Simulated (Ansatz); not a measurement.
Isomers of GeH$_{5}$NOSi, relaxed with PBE0-D4/def2-TZVP in Ansatz; electronic energies, one conformer each and not always the lowest. Functionals use def2-TZVPP; CBS adds triple-zeta CCSD(T) − MP2 to the MP2 limit of def2-TZVPP and def2-QZVPP.

Outer-core shells of Ge are correlated without core-valence functions. Scalar relativity is left out up to krypton. Spin–orbit coupling is left out.

Order them by energy at frozen-core CCSD(T)/CBS, lowest first. (An estimate is asked.)
A. `N[SiH]1[O][GeH2]1`
B. `O[SiH]1[NH][GeH2]1`
C. `[NH2][GeH]1[O][SiH2]1`

A (0.0 kJ/mol), B (29.4 kJ/mol), C (63.3 kJ/mol).

How do B2PLYP, PBE-D4, r2SCAN-D4, B3LYP-D4 place them (kJ/mol, against `N[SiH]1[O][GeH2]1`)? (Best estimate.)

Computed: 
```tsv
isomer	B2PLYP	PBE-D4	r2SCAN-D4	B3LYP-D4
`[NH2][GeH]1[O][SiH2]1`	64.3	63.5	67.0	66.7
`O[SiH]1[NH][GeH2]1`	33.4	32.8	34.0	33.7
```

B3LYP here is the variant with VWN-RPA as its local correlation; programs differ in this.
